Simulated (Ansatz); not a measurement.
Be10⁺. Charge 1, multiplicity 2. Geometry PBE/def2-SVP.

```tsv
atom	x (Å)	y (Å)	z (Å)
Be1	-1.270	-0.055	1.277
Be2	1.252	-1.045	-0.765
Be3	1.616	0.758	0.244
Be4	-0.400	1.739	0.250
Be5	-0.788	-1.620	-0.034
Be6	-1.599	0.342	-0.756
Be7	-0.462	-0.936	-2.025
Be8	0.747	-1.036	1.271
Be9	0.462	0.936	2.025
Be10	0.441	0.917	-1.487
```

The structure comes from a short search, and lower isomers may exist.

Estimate the α-spin orbital energies around the gap (eV) in Ansatz with PBE/def2-SVP, PBE/def2-TZVP, BLYP/def2-TZVP, r2SCAN/def2-TZVP, PBE0/def2-SVP.


```tsv
orbital	PBE/def2-SVP	PBE/def2-TZVP	BLYP/def2-TZVP	r2SCAN/def2-TZVP	PBE0/def2-SVP
HOMO−13	-108.74	-108.57	-108.99	-110.99	-114.50
HOMO−12	-108.73	-108.57	-108.99	-110.99	-114.50
HOMO−11	-108.73	-108.57	-108.98	-110.99	-114.50
HOMO−10	-108.73	-108.57	-108.98	-110.99	-114.50
HOMO−9	-16.16	-16.03	-15.66	-16.71	-17.89
HOMO−8	-13.55	-13.46	-13.18	-13.87	-14.92
HOMO−7	-12.41	-12.37	-12.10	-12.68	-13.68
HOMO−6	-12.41	-12.37	-12.10	-12.68	-13.68
HOMO−5	-10.63	-10.58	-10.33	-10.72	-11.41
HOMO−4	-9.96	-9.88	-9.62	-9.97	-10.68
HOMO−3	-9.96	-9.88	-9.62	-9.97	-10.68
HOMO−2	-9.40	-9.36	-9.09	-9.44	-10.16
HOMO−1	-9.40	-9.35	-9.09	-9.44	-10.16
HOMO	-9.03	-9.08	-8.72	-9.24	-9.48
LUMO	-7.96	-7.83	-7.59	-7.73	-7.38
LUMO+1	-7.96	-7.83	-7.59	-7.73	-7.38
LUMO+2	-7.56	-7.49	-7.26	-7.30	-6.90
LUMO+3	-6.16	-6.05	-5.80	-5.76	-5.39
LUMO+4	-6.16	-6.05	-5.80	-5.76	-5.39
LUMO+5	-5.88	-5.78	-5.61	-5.42	-5.01
β HOMO	-9.24	-9.18	-8.96	-9.23	-9.98
β LUMO	-8.61	-8.67	-8.41	-8.45	-7.90
```
